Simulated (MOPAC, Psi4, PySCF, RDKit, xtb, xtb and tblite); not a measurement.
Two geometries of SMILES OB(O)CCCC, singlet, relaxed at GFN2-xTB with one dihedral held; other torsions can differ between them too.

Structure A

```
18

C     -1.2410     2.3360     1.1600
C     -0.3896     1.0921     1.3900
C     -0.2294     0.2568     0.1172
C      0.9768    -0.6858     0.1894
B      2.4130     0.0264     0.2371
O      3.4771    -0.7189     0.6026
O      2.6368     1.3278    -0.0931
H     -1.3613     2.8945     2.0854
H     -2.2289     2.0605     0.7963
H     -0.7782     2.9907     0.4240
H     -0.8405     0.4779     2.1714
H      0.5975     1.3961     1.7471
H     -0.1117     0.9256    -0.7421
H     -1.1415    -0.3195    -0.0527
H      0.9568    -1.3464    -0.6811
H      0.8681    -1.3388     1.0567
H      4.3087    -0.2426     0.5884
H      1.8629     1.8333    -0.3369
```

Structure B

```
18

C      1.1036     0.0930     2.3630
C      0.6090    -0.6428     1.1233
C     -0.1901     0.2379     0.1534
C      0.3710     1.6557    -0.0255
B      1.8984     1.7195    -0.5094
O      2.7035     2.6707     0.0086
O      2.4320     0.8785    -1.4388
H      1.5973    -0.6050     3.0360
H      0.2724     0.5503     2.8959
H      1.8130     0.8686     2.0910
H     -0.0142    -1.4887     1.4219
H      1.4817    -1.0471     0.6024
H     -1.2155     0.3235     0.5250
H     -0.2445    -0.2669    -0.8155
H      0.2501     2.2151     0.8999
H     -0.2489     2.1654    -0.7689
H      3.5937     2.6632    -0.3464
H      1.8424     0.2097    -1.7819
```

**Question.** Which is lower in energy at the level B3LYP-D3(BJ)/def2-SVP // GFN2-xTB (Psi4), and by how much?

**Answer.** A is lower, by 1.84 kJ/mol (dihedral C1–C2–C3–C4: 160° in A, 40° in B).

E(B) − E(A) in kJ/mol at the other levels, on the same two geometries: GFN2-xTB (xtb and tblite) 4.34; B3LYP/def2-SVP // GFN2-xTB (Psi4) 4.72; PBE/def2-SVP // GFN2-xTB (Psi4) 4.05; PBE-D3(BJ)/def2-SVP // GFN2-xTB (Psi4) 2.32; UFF // GFN2-xTB (RDKit) 5.63; PM3, restricted, heats of formation // GFN2-xTB (MOPAC) 7.62; AM1, restricted, heats of formation // GFN2-xTB (MOPAC) 8.70; GFN1-xTB // GFN2-xTB (xtb) 2.79; restricted B3LYP/6-31G*, spherical d, density fitting // GFN2-xTB (PySCF) 5.51; restricted M06-2X/6-31G*, spherical d, density fitting // GFN2-xTB (PySCF) 2.22; restricted B3LYP/LANL2DZ // GFN2-xTB (PySCF) 5.81; restricted Hartree-Fock/LANL2DZ // GFN2-xTB (PySCF) 6.47.
